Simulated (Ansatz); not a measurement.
Reactions of ClFH4OSi2 (`O[SiH](Cl)[SiH2]F`).

Calculated with Ansatz (gas phase, PBE0-D4/def2-TZVP geometries, no zero-point term in ΔE). CCSD(T)/CBS adds triple-zeta CCSD(T) − MP2 to the extrapolated MP2 energy (def2 sets, frozen cores). This one scheme is used for every species, atoms too. Open shells (•) are unrestricted, without spin–orbit coupling. Spin–orbit coupling would lower the free atoms: a little for Cl, F, O, Si. One conformer a species, not always the lowest.

**Question.** Order these by ΔE at CCSD(T)/CBS, lowest first. (An estimate is asked.)
A. `O[SiH](Cl)[SiH2]F` + `O=CC[SiH](O)Cl` → `O[Si@H](Cl)C[Si@H](O)Cl` + `O=C[SiH2]F`
B. `O[SiH](Cl)[SiH2]F` → `O[SiH2][SiH](F)Cl`
C. `O[SiH](Cl)[SiH2]F` → Cl• + F• + 4 H• + O• + 2 Si•
D. `O[SiH](Cl)[SiH2]F` + `N[SiH](O)O` → `O[SiH](O)N[SiH](O)Cl` + `F[SiH3]`
E. `O[SiH](Cl)[SiH2]F` + HCl → `F[SiH3]` + `O[SiH](Cl)Cl`
F. `O[SiH](Cl)[SiH2]F` + CH₄ → `C[SiH2][SiH](O)Cl` + H–F
G. `O[SiH](Cl)[SiH2]F` + CH₃OH → `CO[SiH](O)Cl` + `F[SiH3]`

**Answer.** G (-137.4 kJ/mol), E (-123.2 kJ/mol), D (-106.2 kJ/mol), A (-32.0 kJ/mol), B (+1.1 kJ/mol), F (+119.6 kJ/mol), C (+3131.4 kJ/mol).

Largest T1 diagnostic: 0.014, for `O=C[SiH2]F`.
